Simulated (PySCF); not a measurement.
C5H8O, SMILES C1=CCC(O)C1. Heavy atoms are numbered as in [OH:1][CH:2]1[CH2:3][CH:4]=[CH:5][CH2:6]1. Hydrogens are named by the atom that carries them.

Geometry: B3LYP-D3(BJ)/def2-SVP. The values are those of a single conformer.

Calculation: PBE/def2-TZVP (PySCF).

Atomic charges (e), one atom of each kind:

| atom | meta-Löwdin | Mulliken |
|---|---|---|
| O1 (OH) | -0.52 | -0.41 |
| C2 (CH) | ? | 0.07 |
| C3 (CH2) | -0.24 | -0.15 |
| C4 (CH) | ? | -0.18 |
| H on O1 | ? | 0.29 |
| H on C2 | 0.11 | 0.08 |
| H on C3 | ? | 0.11 |
| H on C4 | 0.12 | 0.11 |

Question: Some entries are withheld; supply them. (Estimate from the structure and the level; the computed values follow.)

Answer: 
- C2 (CH), meta-Löwdin: 0.12
- C4 (CH), meta-Löwdin: -0.14
- H on O1, meta-Löwdin: 0.33
- H on C3, meta-Löwdin: 0.12

Computed Mayer and Wiberg (Löwdin basis) orders of the bonds:
```
bond   Mayer  Wiberg
-----  -----  ------
O1–C2   1.06    1.56
C2–C3   1.00    1.13
C3–C4   1.00    1.20
C4–C5   1.86    2.00
C2–C6   1.00    1.13
C5–C6   1.00    1.20
```
